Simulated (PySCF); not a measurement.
RhF₂, quartet: molecular constants

Method: PySCF, UPBE0, basis Rh def2-TZVP with ECP28, F def2-TZVP (scalar-relativistic core potentials, no spin–orbit coupling, density fitting).

The structure is a minimum.

Z-matrix (Å, degrees; charge 0 multiplicity 4):
```
Rh
F  1 1.8385
F  1 1.8385 2 180.00
```

```json
{"Point group": "D∞h", "Bond lengths": "Rh–F 1.839 Å (×2)", "Bond angles": "F–Rh–F 180.0°", "Rotational symmetry number": "2", "Dipole moment": "0.00 D", "Spin squared ⟨S²⟩": "3.755", "Heat capacity Cp at 298.15 K": "52.7 J/(mol K)", "Principal quadrupole moments (Buckingham, traceless) about the centre of mass": "-11.66, 5.83, 5.83 D Å", "Enthalpy at 298.15 K above 0 K": "12.79 kJ/mol", "Highest occupied level (β)": "-8.45 eV", "Rotational constants": "0.1313 cm⁻¹", "Entropy at 298.15 K and 1 bar (electronic part: spin only)": "271.9 J/(mol K)", "Zero-point energy": "9.6 kJ/mol", "Lowest empty level (β)": "-4.49 eV", "Principal polarisabilities": "21.4, 21.4, 40.1 bohr³", "Atomisation energy without zero-point energy": "784 kJ/mol"}
```

Harmonic modes (masses in u: Rh 102.906, F 18.998):
| symmetry | ω (cm⁻¹) | IR (km/mol, summed over degenerate members) | μ (u) |
| --- | --- | --- | --- |
| πu | 144 | 33.8 | 24.35 |
| σg+ | 620 | 0.0 | 19.00 |
| σu+ | 700 | 254 | 24.35 |

In D∞h the vibrations span πu + σg+ + σu+. The σg+ mode carries no infrared intensity, as symmetry demands. With a centre of inversion only u modes can be infrared active and only g modes Raman active.

Charges (e):
```
atom  Mulliken  Löwdin  polar tensor  spin (Mulliken)  Mayer order to Rh1
 Rh1      0.97    0.59          1.36             2.55                   –
F2,3     -0.48   -0.29         -0.68             0.22                0.83
```

Mulliken populations on Rh1 (electrons outside its core potential): s 2.40, p 6.14, d 7.49, f 0.01.

Formally Rh is in oxidation state +2, d7, with 3 unpaired electrons (the high-spin count). The Mulliken spin on Rh is 2.55. The polar-tensor charge on Rh, 1.36, is below the formal one.

This need not be the most stable arrangement of these atoms. Other spin states or occupations of the open shell can lie lower.

The final relaxation and frequency run took of the order of 2.3 core-minutes on a shared host.
